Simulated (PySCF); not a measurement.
Al2ClFH (calculated)

Calculation on a computer-drawn molecule: the log of a Hartree-Fock and frozen-core CCSD(T) single point meant for a local Hartree-Fock minimum, with one planted fault or none, to be diagnosed. Offsets are logged minus clean, where the clean run is the same molecule without the fault. The reference is restricted for singlets and unrestricted otherwise, and also for a bond in bohr or an excited solution. Adding or removing an electron swaps singlet and doublet. The excited solution moves the top pair (singlet) or top alpha electron (doublet) to the lowest empty orbital. Highest occupied and lowest empty are orbital energies over both spins, largest force is the largest gradient component, triples share is (T) over the correlation energy, the T1 limit is 0.02 restricted and 0.045 unrestricted, electrons count all cores, a negative frequency is imaginary (commonest isotopes), and the dipole is about the centre of nuclear charge. Program: PySCF 2.14.0.

```yaml
- formula: Al2ClFH
  logged_structure:
    atoms_angstrom:
      - [F, 1.0994, -3.0952, 0.2836]
      - [Al, 2.3355, -2.0917, -0.201]
      - [Al, 1.7973, 0.4903, -0.4803]
      - [Cl, 2.4144, 1.7518, 1.1227]
      - [H, 1.3227, 1.2337, -1.7869]
  given:
    meant_charge: 0
    meant_multiplicity: 2
    meant_basis: "cc-pV(D+d)Z"
    logged_electrons: 52
    logged_basis_functions: 88
    logged_SCF_converged: "yes"
    logged_spin_squared: 0.0
    "logged_highest_occupied [eV]": -16.283
    "logged_lowest_empty [eV]": -6.6543
    "logged_largest_force [hartree/bohr]": 0.0424
    logged_T1_diagnostic: 0.019351
    logged_D1_diagnostic: 0.055588
    logged_triples_share: 0.023419
    logged_CC_converged: "yes"
    "logged_dipole_magnitude [debye]": 6.7028
    logged_SCF_stable_within_its_kind: "yes"
    "logged_energy_HF [hartree]": -1043.2213
    "logged_energy_CCSD(T) [hartree]": -1043.69008
    possible_faults: "no fault, one electron removed, one electron added, multiplicity raised by two, geometry at a saddle point, SCF held on an excited solution, minimal basis STO-3G, one bond length entered in bohr, all coordinates scaled"
    drawn_bonds_atom: [1, 2, 3, 3]
    drawn_bonds_other_atom: [2, 3, 4, 5]
    drawn_bonds_order: [1, 1, 1, 1]
  results:
    planted_fault: "one electron removed"
    "HF_energy_offset_from_clean_run [kcal/mol]": 169.3
    "CCSD(T)_energy_offset_from_clean_run [kcal/mol]": 167.6
```
